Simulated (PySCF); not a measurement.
Compound: Ge2H7P.
Numbering: `[PH2:1][GeH2:2][GeH3:3]` (hydrogens: H4, H5 on P1; H6, H7 on Ge2; H8, H9, H10 on Ge3)

Level of theory: EOM-IP-CCSD/aug-cc-pVDZ in PySCF, restricted Hartree–Fock reference, 23 core orbitals frozen, non-relativistic, gas phase, PBE0-D3(BJ)/def2-SVP geometry.

Hartree–Fock orbital energies give these Koopmans values (eV): HOMO 9.55, HOMO-1 11.28, HOMO-2 12.05, HOMO-3 12.47, HOMO-4 12.99, HOMO-5 13.13, HOMO-6 14.43, HOMO-7 18.25.

Problem. What vertical ionisation energies does EOM-IP-CCSD give?

Solution. 
| leading hole (HF orbital) | Koopmans (eV) | EOM-IP-CCSD (eV) | change (eV) | one-hole share |
| --- | --- | --- | --- | --- |
| HOMO | 9.55 | 9.16 | -0.39 | 0.95 |
| HOMO-1 | 11.28 | 10.66 | -0.62 | 0.95 |
| HOMO-2 | 12.05 | 11.38 | -0.67 | 0.94 |
| HOMO-3 | 12.47 | 11.65 | -0.82 | 0.94 |
| HOMO-4 | 12.99 | 12.21 | -0.78 | 0.93 |
| HOMO-5 | 13.13 | 12.32 | -0.81 | 0.94 |
| HOMO-6 | 14.43 | 13.53 | -0.90 | 0.93 |
| HOMO-7 | 18.25 | 16.50 | -1.75 | 0.84 |

Problem. Does the order of the lines follow the orbital energies?

Solution. Yes, no two lines change places. The corrections run from -1.75 to -0.39 eV, with a mean of -0.84 eV over the 8 lines; no line lies above its Koopmans value. Koopmans values leave out both the relaxation of the orbitals and the change in correlation energy.

Problem. At what kinetic energies would He I light (21.22 eV) eject these electrons?

Solution. 12.06 eV (HOMO), 10.56 eV (HOMO-1), 9.84 eV (HOMO-2), 9.57 eV (HOMO-3), 9.01 eV (HOMO-4), 8.90 eV (HOMO-5), 7.69 eV (HOMO-6), 4.72 eV (HOMO-7).

Problem. What total energy has the lowest final state, and which wavelength reaches it?

Solution. E(CCSD) + ionisation energy = -4495.94207 + 0.33665 = -4495.60542 Eh, at the geometry of the initial state. The threshold wavelength is 1239.84 eV nm/9.16 eV = 135.4 nm.

Lines less than 0.15 eV apart could change places at a higher level. One root was sought for each valence orbital with −ε under 21 eV, eight at most, so deeper holes and satellites are missing; no vibrational structure.

The values belong to the conformer `[PH2:1][GeH2:2][GeH3:3]`: H–P1–Ge2–Ge3 -50°, H–P1–Ge2–Ge3 43°.
